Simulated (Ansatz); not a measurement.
Input file for Ansatz (a first-principles code): R-CCSD(T)/def2-TZVPPD on FHPb (SMILES [F][PbH]), atoms moved off the minimum. Elements past Kr take the def2 small-core potentials; no spin–orbit coupling. Files ending in .json are basis or fitting sets from the Basis Set Exchange. The run froze 10 orbitals, filled d shells among them.

Ansatz 0.2 input:
```yaml
crystal:
  periodic: [false, false, false]
  atoms:
    - {symbol: Pb, position_ang: [-0.00636386, -0.10409720, 0.07724907]}
    - {symbol: H, position_ang: [-1.03587890, -1.06272982, -1.10929080]}
    - {symbol: F, position_ang: [0.74694627, 1.17212078, -1.25413463]}
basis:
  gaussian:
    orbitals: def2-TZVPPD.json
magnetization: {spin_polarized: false}
correlation: {method: ccsd_t, electrons: outside_noble_gas}
scf: {lower_state_search: off}
output: {forces: true}
```

The log:

```
WARN ansatz: RAYON_NUM_THREADS=1 ignored (pool sized by the plan → 1); use --threads N
Functional definition: HF
these checks for a lower state are left out or cut short: starts, cluster_reference, orbital_swaps, neighbouring_geometries, increment
integrals: 0.15 GiB planned
894 factors; integrals over basis functions are off by at most 5.7e-4 eV
mean field: 0.23 GiB planned
mean field evaluation 1: about -7940.9904 eV, gradient 3.4e1 eV
mean field evaluation 2: about -7940.9909 eV, gradient 3.4e1 eV
mean field evaluation 4: about -7943.1490 eV, gradient 1.7e0 eV
mean field evaluation 8: about -7943.1698 eV, gradient 5.9e-4 eV
mean field -7943.16983965 eV, -291.9061075331 hartree, gradient 2.6e-6 eV, S^2 0.000000; 0 other end points of the search recorded, 0 dependent functions left out
10 core orbitals not correlated, not the lowest: weight in the atoms' cores, before any rotation towards them, 0.959 or more for the frozen orbitals, at most 0.041 for the correlated occupied ones
reference -7943.16983965 eV, -291.9061075331 hartree; 6, 6 occupied and 97, 97 virtual orbitals, 894 factors
densities: 0.63 GiB planned
second order -9.29501826 eV of doubles, -0.00000000 eV of singles
coupled cluster: 0.41 GiB planned
cycle   1  -9.21297824 eV  change    8.2e-2 eV  update   9.5e-2
cycle   2  -9.47368560 eV  change   -2.6e-1 eV  update   3.9e-2
cycle   3  -9.57010041 eV  change   -9.6e-2 eV  update   2.0e-2
cycle   4  -9.56183471 eV  change    8.3e-3 eV  update   5.0e-3
cycle   5  -9.55786151 eV  change    4.0e-3 eV  update   2.5e-3
cycle   6  -9.55936044 eV  change   -1.5e-3 eV  update   8.7e-4
cycle   7  -9.55942101 eV  change   -6.1e-5 eV  update   3.8e-4
cycle   8  -9.55921796 eV  change    2.0e-4 eV  update   1.5e-4
cycle   9  -9.55922454 eV  change   -6.6e-6 eV  update   5.2e-5
cycle  10  -9.55927530 eV  change   -5.1e-5 eV  update   2.1e-5
cycle  11  -9.55924878 eV  change    2.7e-5 eV  update   8.5e-6
cycle  12  -9.55924691 eV  change    1.9e-6 eV  update   3.2e-6
perturbative correction -0.30115504 eV, -0.0110672437 hartree
the calculation of the forces begins
Total energy: -7953.03024160 eV, -292.2684706214 hartree
Atom 0 at    -0.006364    -0.104097     0.077249 Å, force    -0.378478    -0.846399     1.454194 eV/Å
Atom 1 at    -1.035879    -1.062730    -1.109291 Å, force    -0.155629    -0.108383    -0.319166 eV/Å
Atom 2 at     0.746946     1.172121    -1.254135 Å, force     0.534107     0.954781    -1.135027 eV/Å
Dipole moment:    -0.151579    -0.337501     0.576741 e Å
Checks for a lower state left out: starts, cluster_reference, orbital_swaps, neighbouring_geometries, increment
```

The calculation finished and met its thresholds.

Cost: very roughly 40 core-seconds.
